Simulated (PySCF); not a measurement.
Species: C₈H₁₀N₂Si.
SMILES with atom numbers: `[SiH3:1][CH2:2][c:3]1[cH:4][n:5]2[cH:6][cH:7][cH:8][cH:9][c:10]2[n:11]1` (hydrogens: H12, H13, H14 on Si1; H15, H16 on C2; H17 on C4; H18 on C6; H19 on C7; H20 on C8; H21 on C9)

The same species was optimised twice, with GFN2-xTB and with PBE0-D3(BJ)/def2-SVP (PySCF), and the same property calculations (PySCF, gas phase) were run on both structures.

```csv
coordinate,GFN2-xTB,PBE0-D3(BJ)/def2-SVP,change
Si1–C2 (Å),1.910,1.896,-0.014
N5–C6 (Å),1.352,1.365,+0.013
C4–N5 (Å),1.359,1.372,+0.013
C9–C10 (Å),1.400,1.412,+0.012
C7–C8 (Å),1.409,1.421,+0.012
C2–C3 (Å),1.478,1.489,+0.011
C3–N11 (Å),1.352,1.358,+0.006
C3–C4 (Å),1.382,1.387,+0.005
C8–C9 (Å),1.368,1.373,+0.005
C6–C7 (Å),1.362,1.366,+0.004
C10–N11 (Å),1.320,1.324,+0.004
N5–C10 (Å),1.399,1.402,+0.003
Si1–C2–C3 (°),110.0,111.8,+1.8
C3–C4–N5 (°),106.4,105.6,-0.8
C4–C3–N11 (°),110.4,111.0,+0.6
C4–N5–C6 (°),132.0,131.4,-0.6
N5–C10–C9 (°),118.8,118.3,-0.5
C8–C9–C10 (°),119.2,119.6,+0.4
C6–N5–C10 (°),121.9,122.2,+0.3
C2–C3–N11 (°),121.6,121.3,-0.3
Si1–C2–C3–C4 (°),93,96,+3
```

Rotational constants: A = 2846, B = 523.4, C = 482.7 MHz (GFN2-xTB) against A = 2846, B = 514.9, C = 473.2 MHz (PBE0-D3(BJ)/def2-SVP). Point groups within 0.08 Å: C1 and C1. Atoms that the bonding makes alike are paired by their places after alignment.

On the GFN2-xTB structure: HOMO (eV) -6.11 [PBE0/pcSseg-1]; LUMO (eV) -0.99 [PBE0/pcSseg-1]; dipole (D) 3.00 [PBE0/pcSseg-1]; GIAO shielding of Si1 (ppm) 413.8 [PBE0/pcSseg-1]; GIAO shielding of C2 (ppm) 172.4 [PBE0/pcSseg-1]; GIAO shielding of C3 (ppm) 31.9 [PBE0/pcSseg-1]; GIAO shielding of C4 (ppm) 77.2 [PBE0/pcSseg-1]; GIAO shielding of N5 (ppm) 32.7 [PBE0/pcSseg-1]; GIAO shielding of C6 (ppm) 59.3 [PBE0/pcSseg-1]; GIAO shielding of C7 (ppm) 70.0 [PBE0/pcSseg-1]; GIAO shielding of C8 (ppm) 59.5 [PBE0/pcSseg-1].

What do these properties become on the PBE0-D3(BJ)/def2-SVP structure?

| property | level | on GFN2-xTB | on PBE0-D3(BJ)/def2-SVP | change |
| --- | --- | --- | --- | --- |
| HOMO (eV) | PBE0/pcSseg-1 | -6.11 | -6.16 | -0.05 |
| LUMO (eV) | PBE0/pcSseg-1 | -0.99 | -1.06 | -0.07 |
| dipole (D) | PBE0/pcSseg-1 | 3.00 | 3.18 | +0.18 |
| energy, GFN2-xTB geometry as zero (kcal/mol) | PBE0/pcSseg-1 | 0.0 | -1.1 | -1.1 |
| GIAO shielding of Si1 (ppm) | PBE0/pcSseg-1 | 413.8 | 411.5 | -2.3 |
| GIAO shielding of C2 (ppm) | PBE0/pcSseg-1 | 172.4 | 171.3 | -1.1 |
| GIAO shielding of C3 (ppm) | PBE0/pcSseg-1 | 31.9 | 32.1 | +0.2 |
| GIAO shielding of C4 (ppm) | PBE0/pcSseg-1 | 77.2 | 73.7 | -3.5 |
| GIAO shielding of N5 (ppm) | PBE0/pcSseg-1 | 32.7 | 28.3 | -4.4 |
| GIAO shielding of C6 (ppm) | PBE0/pcSseg-1 | 59.3 | 56.1 | -3.2 |
| GIAO shielding of C7 (ppm) | PBE0/pcSseg-1 | 70.0 | 68.0 | -2.0 |
| GIAO shielding of C8 (ppm) | PBE0/pcSseg-1 | 59.5 | 57.3 | -2.2 |

The heavy atoms differ by 0.032 Å rms after alignment (one structure mirrored). Among bonds between heavy atoms Si1–C2, C4–N5 and N5–C6 change most and about equally (-0.014 to +0.013 Å). Changes are differences of the printed values. Neither structure is proved a minimum here.

Shape of the structure used: `[SiH3:1][CH2:2][c:3]1[cH:4][n:5]2[cH:6][cH:7][cH:8][cH:9][c:10]2[n:11]1`: Si1–C2–C3–C4 96°.
